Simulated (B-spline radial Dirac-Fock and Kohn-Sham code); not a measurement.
**Binding energies of Cs⁹⁺**

System: cesium as Cs⁹⁺, 1s2 2s2 2p6 3s2 3p6 3d10 4s2 4p6 4d10; nuclear rms radius 4.8041 fm (A = 133).

Input file task.json (cfg lists n, l and occupation; rrms is the nuclear radius in fm):

```json
{"items": [{
  "Z": 55,
  "q": 9,
  "cfg": [[1, 0, 2], [2, 0, 2], [2, 1, 6], [3, 0, 2], [3, 1, 6], [3, 2, 10], [4, 0, 2], [4, 1, 6], [4, 2, 10]],
  "A": 133,
  "rrms": 4.8041,
  "do": ["binding"]
}]}
```

Launch: `python xray_run.py task.json out`

Calculated with a radial finite-basis atomic code, using Dirac-Fock ΔSCF + Breit + QED. Correlation energy is missing from these numbers. Energies are counted from the vacuum level.

All terms are in eV, carry their sign (relaxation lowers the binding energy) and add up to the binding energy; ⟨r⟩ is the mean radius of the orbital in the initial state.

```tsv
subshell	−ε (Koopmans)	relaxation	Breit	self-energy	vacuum polarisation	binding energy	⟨r⟩ (bohr)
K	36320.1	-63.44	-86.70	-51.72	7.38	36125.6	0.026
L1	5907.8	-31.92	-8.42	-6.54	0.87	5861.7	0.112
L2	5550.7	-35.59	-14.15	0.38	-0.01	5501.3	0.094
L3	5197.1	-34.12	-9.25	-0.23	-0.04	?	0.100
M1	1372.9	-11.70	-1.28	-1.37	0.18	1358.7	0.297
M2	1222.8	-12.27	-2.27	0.07	0.00	1208.3	0.288
M3	1153.2	-11.68	-1.33	-0.04	-0.01	1140.2	0.299
M4	892.9	-13.35	-0.77	0.12	-0.01	878.9	0.270
M5	878.3	-13.10	-0.39	0.08	-0.01	864.9	0.274
N1	377.4	-2.33	-0.24	-0.30	0.04	374.5	0.693
N2	321.2	-2.19	-0.42	0.02	0.00	318.7	0.717
N3	306.8	-2.01	-0.22	-0.01	0.00	304.5	0.741
N4	212.9	-1.72	-0.08	0.02	0.00	211.1	0.807
N5	210.4	-1.65	-0.01	0.01	0.00	208.7	0.816
```

**Question.** Which binding energy belongs in the row of L3?

**Answer.** 5153.4 eV, the sum of the terms in that row (to rounding).

For the deepest level, K (1s), the Breit terms make up -0.240 % of the binding energy, QED -0.123 % and orbital relaxation -0.176 %.

Spin-orbit splittings: 2p 347.9 eV, 3p 68.14 eV, 3d 13.97 eV, 4p 14.13 eV, 4d 2.36 eV.

Going to the tabulated ground configuration of the next ion removes an electron from N5 (4d5/2), computed at 208.7 eV. NIST lists 213.3 ± 2.5 eV as the ionisation energy of this species (measured), +4.56 eV from the computed value. The gap is mostly the missing electron correlation.
